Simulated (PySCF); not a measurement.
Diatomics of In with group 14

CCSD(T) with double-zeta basis sets in PySCF, for the lowest determinant that a PBE0 search found; no spin–orbit coupling. De refers to high-spin ground-configuration atoms.

```
 M       basis  reference, frozen orbitals  state (unpaired electrons)  Re (Å)  ωe (cm⁻¹)  De (eV)
 C  x2c-SVPall                     UHF, 19         quartet (σ ↑, π ↑↑)   2.217        490     2.58
Si   def2-SVPD                      UHF, 9         quartet (σ ↑, π ↑↑)   2.653        256     2.05
Ge    def2-SVP                     UHF, 13         quartet (σ ↑, π ↑↑)   2.689        184     1.97
Pb    def2-SVP                      UHF, 8         quartet (σ ↑, π ↑↑)   2.932        129     1.70
```

Problem. The row for M = Sn is missing. Estimate Re, ωe and De as the mean of the rows for Ge and Pb, and compare with the calculation.

Solution. The means are 2.811 Å, 156 cm⁻¹ and 1.83 eV. UHF-CCSD(T) in def2-SVP gives InSn as a quartet (σ ↑, π ↑↑) with Re = 2.874 Å, ωe = 150 cm⁻¹, De = 1.79 eV, so the estimate is off by -6.3 pm, +4 % and +0.05 eV.

The rows differ in basis set, which adds steps of its own.

Correlated steps freeze the inner cores (8 to 19 orbitals); shallow outer-core shells are correlated. Correlated levels converge slowly with the basis: in double zeta they bind strong bonds too weakly, by up to about 1 eV, and carry superposition errors of some tenths. These are scalar-relativistic numbers at best; spin–orbit coupling would shift them, the dissociation energy most. States were picked by a PBE0 search and need not be the measured ground states.
